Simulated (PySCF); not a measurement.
# Scalar relativity in Cl²⁺ (chlorine, charge +2)

[Ne] 3s2 3p3, high-spin 4S determinant; UHF calculated with PySCF 2.14 in dyall-av3z, once non-relativistic with a point nucleus and once with spin-free X2C-1e and a Gaussian nucleus.

```csv
shell,ε non-rel. (eV),ε X2C (eV),"rms r non-rel. (bohr, spins averaged)","rms r X2C (bohr, spins averaged)",change of radius (%)
1s α,-2882.9,-2893.1,0.1058,0.1052,-0.59
1s β,-2881.7,-2891.9,0.1058,0.1052,-0.59
2s α,-316.76,-318.58,0.4801,0.4779,-0.46
2s β,-315.64,-317.46,0.4801,0.4779,-0.46
2p α,-248.16,-248.20,0.4511,0.4504,-0.15
2p β,-246.07,-246.11,0.4511,0.4504,-0.15
3s α,-57.517,-57.730,1.564,1.559,-0.33
3s β,-46.567,-46.775,1.564,1.559,-0.33
3p α,-39.702,-39.695,1.719,1.718,-0.05
```

The total energy goes from -458.2268 to -459.6419 hartree.

Ionisation energy, Cl²⁺ [Ne] 3s2 3p3 (4S) → Cl³⁺ [Ne] 3s2 3p2 (3P) (eV):

```csv
method,non-relativistic,spin-free X2C,shift
UHF,38.972,38.966,-0.006
LDA,39.675,39.667,-0.008
PBE,39.583,39.576,-0.007
PBE0,39.666,39.659,-0.007
r2SCAN,39.846,39.839,-0.007
MP2 (valence),39.624,39.618,-0.005
SCS-MP2 (valence),39.425,39.419,-0.006
CCSD (valence),39.551,39.547,-0.003
CCSD(T) (valence),39.585,39.581,-0.003
```

Relativity contracts and stabilises s shells directly. The contracted s shells screen the nucleus better, so for spin-averaged p shells the direct and indirect effects partly cancel.
